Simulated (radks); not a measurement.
Spherical quantum dot in the effective-mass picture: electrons in a parabolic well V = omega^2 r^2 / 2 with omega = 0.865, with a point charge +1 (a donor) at the centre, all in effective atomic units (hartree* = m*/eps^2 hartree, bohr* = eps/m* bohr), one dielectric constant everywhere. Method: non-relativistic Kohn-Sham, r2SCAN, spin-polarised, spherical densities, generalised Kohn-Sham scheme; computed with a radial shooting solver with Libxc functionals. Levels are named by radial order and angular momentum (1s, 1p, 1d, 2s, ...), and open shells are averaged over m. Results are scaled to m* = 0.246 and eps = 7.9, for which hartree* = 107.3 meV and bohr* = 1.699 nm.

N = 38, configuration 1s2 1p6 1d10 2s2 1f14 2p(up 3, down 1). This is the lowest configuration that the search found. Occupied and some empty levels:

level,occupation,eigenvalue (meV),<r> (nm)
1s up,1,1515.0,2.892
1s down,1,1520.0,2.987
1p up,3,1560.9,4.342
1p down,3,1562.8,4.402
2s up,1,1589.1,4.186
2s down,1,1590.9,4.021
1d up,5,1600.2,4.989
1d down,5,1601.1,4.985
1f up,7,1643.1,5.431
1f down,7,1644.2,5.412
2p up,3,1653.8,4.571
2p down,1,1659.6,4.575
1g up,0,1690.5,5.778
1g down,0,1692.0,5.762
3s up,0,1698.0,4.608
3s down,0,1699.1,4.671
2d up,0,1711.4,5.025
2d down,0,1715.1,5.089

Energy (meV): total 37629.7, kinetic 3221.4, external 11940, Hartree 24227, exchange-correlation -1758.0.
